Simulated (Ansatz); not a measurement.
Calculated with Ansatz (gas phase, PBE0-D4/def2-TZVP geometries, no zero-point term in ΔE). CCSD(T)/CBS is the MP2 limit (def2-TZVPP, def2-QZVPP) plus CCSD(T) − MP2 in def2-TZVPP, frozen cores. Functionals use def2-TZVPP. B3LYP here is the variant with VWN-RPA as its local correlation; programs differ in this. For Br outer-core shells are correlated without core-valence functions, which leaves a few kJ/mol of doubt a bond. Scalar relativity is left out up to krypton. Each species was taken in one conformer, which may not be the lowest.

`CO[Si@@H](N)[Si@@H](N)OC` + Br₂ → 2 `CO[SiH](N)Br`  (formal exchange of groups at the Si–Si bond)

`CO[Si@@H](N)[Si@@H](N)OC`:

```xyz
20

C     0.751   -0.406    2.998
O     0.459   -1.268    1.923
Si   -0.513   -0.828    0.659
N    -0.880   -2.168   -0.343
Si    0.513    0.828   -0.659
N     0.880    2.168    0.343
O    -0.459    1.267   -1.923
C    -0.751    0.406   -2.998
H     1.364   -0.951    3.718
H     1.304    0.480    2.666
H    -0.164   -0.075    3.506
H    -1.810   -0.350    1.231
H    -1.498   -2.889   -0.005
H    -0.159   -2.566   -0.924
H     1.810    0.350   -1.231
H     1.498    2.889    0.005
H     0.159    2.566    0.924
H     0.164    0.075   -3.506
H    -1.304   -0.480   -2.666
H    -1.364    0.951   -3.718
```

Br₂:

Z-matrix (Å, degrees):
```
Br
Br 1 2.282
```

`CO[SiH](N)Br`:

```xyz
11

C     0.176   -0.989   -1.636
O    -0.397   -0.628   -0.399
Si    0.088    0.634    0.512
N    -0.756    0.757    1.970
Br    2.245    0.335    0.988
H     1.208   -1.330   -1.505
H     0.171   -0.150   -2.342
H    -0.415   -1.802   -2.059
H    -0.048    1.892   -0.255
H    -1.673    1.170    2.001
H    -0.599    0.113    2.726
```

Question: Is it downhill or uphill in electronic energy at CCSD(T)/CBS, and by how much? (Estimate.)

Answer: Ansatz gave: Downhill: ΔE = -338.9 kJ/mol.

Question: What do these levels give: PBE-D4, r2SCAN-D4, B3LYP-D4, ωB97X-V, B2PLYP, PBE, r2SCAN, PBE0, B3LYP, MP2/def2-TZVPP, MP2/def2-QZVPP, SCS-MP2/def2-QZVPP? (Estimate.)

Answer: The calculation gave: PBE-D4 -299.7, r2SCAN-D4 -334.0, B3LYP-D4 -313.1, ωB97X-V -328.7, B2PLYP -332.1, PBE -302.2, r2SCAN -335.9, PBE0 -323.0, B3LYP -315.8, MP2/def2-TZVPP -358.9, MP2/def2-QZVPP -360.8, SCS-MP2/def2-QZVPP -347.7 kJ/mol.

Largest T1 diagnostic among the species: 0.012.

From PBE to PBE0 (25 % exact exchange), in def2-TZVPP and without D4, ΔE moves by −20.8 kJ/mol.
